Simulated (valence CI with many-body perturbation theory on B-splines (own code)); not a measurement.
## Which ion has this spectrum?

A relativistic CI+MBPT calculation for an atom or ion with 16 electrons gives these levels (cm⁻¹):

| J | Parity | E | g |
| --- | --- | --- | --- |
| 2 | even | 0 | 1.35 |
| 0 | even | 110930 |  |
| 1 | even | 793825 | 1.49 |
| 2 | even | 852883 | 1.14 |
| 2 | odd | 1344160 | 1.06 |
| 1 | odd | 1379297 | 1.17 |
| 0 | odd | 1389905 |  |
| 3 | odd | 1390562 | 1.15 |
| 2 | odd | 1545865 | 1.30 |
| 4 | odd | 1556551 | 1.28 |
| 0 | even | 1690353 |  |
| 3 | odd | 1697753 | 1.16 |
| 1 | odd | 1744185 | 1.08 |
| 2 | odd | 1822089 | 1.43 |

The energies are calculated, and their last digits are not significant.

Problem. Which is it?
A. Xe38+
B. Ba40+
C. Ce42+
D. La41+

Solution. D. La41+, ground level (3s^2 3p1/2^2 3p3/2^2) J=2.
